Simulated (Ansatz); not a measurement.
TiNF3H2⁺, that is Ti(NH2)F3 with one electron fewer. The state is a doublet with charge 1. Geometry PBE0-D4/def2-SVP, that of the neutral singlet; atoms count from 1.

Cartesian coordinates in Å:
```
Ti 0.211 0.297 -0.617
N -0.286 -0.468 0.980
H -0.214 -1.460 1.198
H -0.711 0.041 1.752
F 1.380 -0.752 -1.359
F 0.798 1.900 -0.288
F -1.178 0.442 -1.666
```

Q: Estimate the Mulliken populations from the PBE0/def2-TZVP orbitals of Ansatz.

A: 
| atom | charge (e) | spin (α − β) | d electrons |
| --- | --- | --- | --- |
| Ti1 | 1.66 | -0.03 | 1.93 |
| N2 | -0.36 | 1.01 | – |
| H3 | 0.35 | -0.03 | – |
| H4 | 0.35 | -0.03 | – |
| F5 | -0.34 | 0.01 | – |
| F6 | -0.34 | 0.02 | – |
| F7 | -0.33 | 0.05 | – |
Mulliken values and Mayer orders depend strongly on the basis.

Q: Where does the spin sit?

A: Summed by element: Ti -0.03, N 1.01, H -0.05, F 0.07, of 1 unpaired in all. Largest on single atoms: N2 1.01, F7 0.05, Ti1 -0.03.

Q: And the Mayer bond orders between bonded heavy atoms (over 0.3)?

A: Ti1–N2 0.59 (1.84 Å); Ti1–F5 1.09 (1.74 Å); Ti1–F6 1.08 (1.74 Å); Ti1–F7 1.08 (1.75 Å).
